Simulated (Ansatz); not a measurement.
H₃ClSi, triplet, at the geometry of the source list (a higher spin typed on purpose: for a closed-shell molecule this is an excited state); RPA/3-21G (Ansatz, a quantum-chemistry and plane-wave program).

Ansatz was given this input:
Ansatz 0.2 input:
```yaml
crystal:
  periodic: [false, false, false]
  atoms:
    - {symbol: Si, position_ang: [-0.12910000, -0.00570000, -0.00460000]}
    - {symbol: Cl, position_ang: [1.87810000, 0.08360000, 0.06760000]}
    - {symbol: H, position_ang: [-0.50430000, -0.99840000, -1.00530000]}
    - {symbol: H, position_ang: [-0.63000000, 1.31380000, -0.37260000]}
    - {symbol: H, position_ang: [-0.61480000, -0.39330000, 1.31500000]}
basis:
  gaussian:
    orbitals: 3-21G.json
magnetization: {spin_polarized: true, initial_magnetization: 2}
correlation: {method: rpa}
```
The basis file holds 3-21G in the JSON format of the Basis Set Exchange.

### Question
Write the output that Ansatz gives for this input, abridged.

### Answer

```
Functional definition: HF
343 factors; integrals over basis functions are off by at most 2.7e-4 eV
mean field evaluation 1: about -20303.1134 eV, gradient 7.2e0 eV
mean field evaluation 2: about -20303.1207 eV, gradient 7.2e0 eV
mean field evaluation 4: about -20303.8659 eV, gradient 1.5e0 eV
mean field evaluation 8: about -20304.1217 eV, gradient 1.9e-1 eV
mean field evaluation 16: about -20304.1237 eV, gradient 1.3e-2 eV
mean field evaluation 32: about -20304.1236 eV, gradient 3.3e-2 eV
mean field evaluation 64: about -20304.1237 eV, gradient 2.2e-6 eV
mean field evaluation 96: about -20304.1237 eV, gradient 3.8e-3 eV
mean field evaluation 128: about -20303.6258 eV, gradient 2.6e0 eV
mean field evaluation 160: about -20304.1235 eV, gradient 3.2e-3 eV
mean field -20304.12373124 eV, -746.1627844937 hartree, gradient 2.8e-10 eV, S^2 2.007006; 15 other end points of the search recorded, 0 dependent functions left out
10 core orbitals not correlated
reference -20304.12373124 eV, -746.1627844937 hartree; 8, 6 occupied and 14, 16 virtual orbitals, 343 factors
Total energy: -20307.59045796 eV, -746.2901843509 hartree
```
